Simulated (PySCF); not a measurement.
Compound: 2-methylthieno[3,2-b]thiophene, C₇H₆S₂.
SMILES: `c1c2sccc2sc1C`

Level: CAM-B3LYP/def2-SVPD in PySCF, non-relativistic, on one gas-phase PBE0-D3(BJ)/def2-SVP geometry that isn't relaxed in the solvent. The solvent is an IEF-PCM continuum (cavity from Bondi-type radii × 1.2), and excitations are vertical TDDFT with non-equilibrium linear response and a frozen core. The model holds no explicit solvent molecules, cavitation or dispersion.

```tsv
run	E − E(gas) (kcal/mol)	HOMO (eV)	HOMO–LUMO gap (eV)	dipole (D)	lowest singlet (eV)	static polarisability (au)
gas	0.00	-7.33	7.54	0.66	4.89	117.6
P	-3.31	-7.33	7.53	0.84	4.79	161.5
Q	-1.45	-7.31	7.54	0.75	4.80	135.6
```

Question: The runs were made in cyclohexane and dichloromethane. Which run belongs to which solvent?

Answer: P = dichloromethane, Q = cyclohexane. The dielectric constants are 2.017 (cyclohexane), 8.93 (dichloromethane), and the energy falls further as ε rises. The optical constants n² used for the excitations are 2.04, 2.03 in the same order. In this model the ground state sees the solvent through ε alone.

Question: How constant is the ratio of the lowering to (ε − 1)/(2ε + 1)?

Answer: 
```tsv
solvent	(ε − 1)/(2ε + 1)	E − E(gas) (kcal/mol)	ratio (kcal/mol)	polarisation term (kcal/mol)
cyclohexane	0.202	-1.45	-7.2	-1.53
dichloromethane	0.420	-3.31	-7.9	-3.70
```

The ratio changes by +9.7 % in size from cyclohexane to dichloromethane. The polarisation term is half the interaction of the solute with the induced surface charges.
